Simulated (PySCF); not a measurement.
**Electronic structure of Co+ (cobalt, charge +1) at the UHF level**

Configuration: [Ar] 3d8, high-spin 3F determinant. Computed with PySCF 2.14 in x2c-SVPall (5s3p3d1f, 36 functions), with scalar relativity by spin-free X2C-1e.

```
Total energy                        : -1391.337194 hartree
One-electron energy                 : -1924.3836 hartree
Hartree (Coulomb) energy            : 591.7055 hartree
Exchange energy                     : -58.6591 hartree
⟨S²⟩                                : 2.0048
⟨L²⟩                                : 12.022
Sum of ⟨r⟩                          : 17.31 bohr
Sum of ⟨r²⟩                         : 19.82 bohr²
Langevin diamagnetic susceptibility : -15.7 ×10⁻⁶ cm³/mol
Time after the integrals            : 0.11 s of wall time on 1 thread of Neoverse-V1 (shared host)
```

| shell | electrons | mean orbital energy (hartree) | spread (hartree) | rms radius, mean of both spins (bohr) |
| --- | --- | --- | --- | --- |
| 1s α | 1 | -285.80395 | 0 | 0.0649 |
| 1s β | 1 | -285.80309 | 0 | 0.0649 |
| 2s α | 1 | -35.53104 | 0 | 0.276 |
| 2s β | 1 | -35.46884 | 0 | 0.276 |
| 2p α | 3 | -30.31182 | 0 | 0.249 |
| 2p β | 3 | -30.25000 | 0 | 0.249 |
| 3s α | 1 | -4.79032 | 0 | 0.836 |
| 3s β | 1 | -4.61175 | 0 | 0.836 |
| 3p α | 3 | -3.23655 | 0 | 0.896 |
| 3p β | 3 | -3.02043 | 0 | 0.896 |
| 3d α | 5 | -0.76206 | 0.04835 | 1.28 |
| 3d β | 3 | -0.67172 | 0 | 1.28 |

Densities and radii are taken from the X2C orbitals without a picture-change correction, which distorts them close to the nucleus.
